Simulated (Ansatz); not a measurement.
A structure drawn as `[CH3][Al]([Cl])[BH]S`, with this starting geometry:

Cartesian coordinates in Å:
```
C -1.0018 -0.5515 1.3750
Al 0.2079 0.7845 0.5357
Cl 0.9907 2.3976 1.7812
B 0.8177 0.6455 -1.4328
S 0.0538 -0.7540 -2.5084
H -1.1893 -0.3351 2.3722
H -1.9699 -0.5261 0.7811
H -0.5414 -1.5825 1.2150
H 1.5017 1.4859 -1.9352
H 1.1306 -1.5643 -2.1839
```

Charge 0, multiplicity 1.

(1) Relax it with Ansatz at PBE-D4/def2-SVP and then PBE0-D4/def2-TZVP. Is the drawn bonding still there?

(2) Give the relaxed structure. (An estimate is asked.)

Atoms count as bonded under 1.1 times the sum of their covalent radii (H–H under 0.85 Å, pairs among N, O and F under 1.55 Å), and a drawn bond as lost past 1.3 times.

Answers

(1) Yes, every drawn bond is still there and no new one forms.

(2) Ansatz gave: 
Z-matrix (Å, degrees):
```
C
Al 1 1.948
H 1 1.096 2 110.4
H 1 1.092 2 111.7 3 119.1
H 1 1.094 2 112.3 3 -119.2
Cl 2 2.113 1 117.0 3 -98.4
B 2 2.118 1 123.5 3 79.5
S 7 1.765 2 120.6 1 -8.8
H 7 1.195 2 127.3 1 171.8
H 8 1.347 7 101.2 2 0.8
```
The lowest mode is -13 cm⁻¹.
